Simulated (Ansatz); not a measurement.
A structure relaxed at PBE-D4/def2-SVP in Ansatz, charge 0, singlet:

```xyz
6

Ga    0.5140   -1.3629    0.2369
Ga    0.6281    0.2041    2.1731
Ga    1.6504    1.0868   -0.3154
Ga   -1.8343   -0.0315    0.7961
Ga   -0.7800    1.1032   -1.3364
F    -0.1781   -0.9997   -1.5543
```

Q: Give its formula and point group.

A: the cluster Ga₅F (the lowest singlet isomer of a short search). Point group Cs (tolerance 0.1 Å).

Q: Summarise the bond lengths by kind (pairs closer than 1.2 times the sum of covalent radii, bridged metal pairs left out).

A: 7 × Ga–Ga 2.49 to 2.83 Å; 1 × F–Ga 1.95 Å.

The restricted singlet is unstable towards broken spin symmetry in Hartree–Fock (as tested in another run); at PBE-D4/def2-SVP this wasn't settled. The structure comes from a short search, and lower isomers may exist.
